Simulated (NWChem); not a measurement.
InHOBr₂; SMILES [OH][In]([Br])[Br]

```xyz
5

In     0.5244     0.0091     0.0000
Br    -0.6971    -2.1656     0.0000
Br    -0.6981     2.1658     0.0000
O      2.5344     0.0523     0.0000
H      2.8644    -0.8694     0.0000
```
Atoms are numbered in this order, from 1.

Computed with NWChem. Structure relaxed at the PBE-D3(BJ)/def2-SVP level. Not confirmed as a minimum by frequencies. def2 effective core potentials on In; no spin-orbit coupling. Level M06-2X/def2-SVP: energy and gradient on several grids; changes count from the extra-fine grid, which is no exact limit either.

```csv
grid,size of the energy change (μHa),largest change of a gradient component (μHa/bohr)
xcoarse,9000,3000
coarse,500,300
medium,< 10,< 30
fine,< 10,40
xfine,< 10,< 30
```
